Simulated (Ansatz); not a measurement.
Coupled-cluster diagnostics for the cluster Hg₂S₂, Ansatz.

Geometry of the singlet (r2SCAN-D4/def2-SVP):

```xyz
4

Hg    0.016   -0.219   -0.930
Hg   -0.094    0.790    2.773
S    -0.353    0.504   -3.041
S     0.430   -1.075    1.198
```

In the def2 sets Hg takes a core potential; there is no spin–orbit coupling. Correlated methods freeze 10 core orbitals; core or outer-core shells of Hg are correlated, in sets that lack core-valence functions. Another isomer (singlet) lies 0.36 eV lower at PBE0-D4/def2-TZVP; other spin states weren't run for this one.

Problem. Estimate the CCSD(T) correlation energy, the shares of MP2 and (T), T1 and the reference's ⟨S²⟩ for: charge 0, singlet, own geometry in def2-TZVP; and the rough time on 4 threads of Arm Neoverse V2 on a shared host.

Solution. 
```tsv
state	basis	correlation (eV)	MP2 share (%)	(T) share (%)	T1	⟨S²⟩ (pure)	wall time	remarks
charge 0, singlet, own geometry	def2-TZVP	-36.393	94.9	8.9	0.087	0.00 (0.00)	90 s	flagged by the program, large T1, restricted SCF unstable
```
Customary marks for T1 are 0.02 (closed shells), 0.045 (open shells) and about 0.05 (3d metals). T1 exceeds 0.02 in 1 of 1 rows and 0.045 in 1; the higher it lies, the less the single-reference result can be trusted.
